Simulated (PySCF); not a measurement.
Mg(Cl)(NH2) (ClH₂MgN), SMILES [Cl][Mg][NH2]. Atoms are numbered in the order given.

```xyz
5

Mg     0.0000     0.0000     0.5019
Cl     0.0000     0.0000    -1.6844
N      0.0000     0.0000     2.3788
H      0.0000    -0.8111     2.9807
H      0.0000     0.8111     2.9807
```

Geometry optimised at r2SCAN-D4/def2-TZVP. One conformer was computed; it need not be the lowest.

These are PySCF with B3LYP/pcJ-1 values and carry that method's errors.

Isotropic couplings with Fermi-contact, spin-dipole and both spin-orbit terms, one fixed conformer, no vibrational averaging. Isotopes: 14N, 1H.

**Question.** Estimate the spin–spin coupling constants. (An estimate is asked for; the answer gives what the named calculation found.)

**Answer.** 
| pair | bonds apart | J (Hz) |
|---|---|---|
| N3–H4 | 1 | 52.0 |
| N3–H5 | 1 | 52.0 |
| H4–H5 | 2 | -9.9 |
